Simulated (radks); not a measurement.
The numbers below are computed, except where a source is named.
Ionisation of neutral sulfur, [Ne] 3s2 3p4, to S+, [Ne] 3s2 3p3, under several functionals. Non-relativistic Kohn-Sham, spin-unpolarised, spherical densities, point nucleus; a radial shooting solver on a logarithmic mesh with Libxc functionals.

functional,E(S) (hartree),Exc (hartree),IE (eV),-e(HOMO) (eV),<r> HOMO (bohr),IE error (eV)
PW91,-398.07576,-25.54682,11.834,7.068,2.071,+1.474
"LDA (Slater exchange, VWN5 correlation)",-396.71608,-24.14102,11.874,7.121,2.072,+1.514
HCTH/407,-398.13416,-25.63652,12.007,7.226,2.065,+1.647
BP86,-398.12883,-25.59920,11.874,7.117,2.069,+1.514
r2SCAN,-398.04094,-25.52067,11.974,7.233,2.064,+1.614
PBEsol,-397.27901,-24.72377,11.747,6.991,2.070,+1.387
BLYP,-398.09881,-25.56539,11.632,6.878,2.079,+1.272
SCAN,-398.10039,-25.58686,11.967,7.239,2.062,+1.607

NIST Atomic Spectra Database: 10.360 eV (measured). Closest: BLYP. The Delta-SCF values span 0.37 eV, the total energies 1.42 hartree. The highest occupied level is 3p. Spin polarisation and multiplet splitting are left out, so open shells lie too high by an amount that depends on their filling.

Beside tabulated values, note that spin-unpolarised runs miss the spin-polarisation part of the exchange energy of open shells.
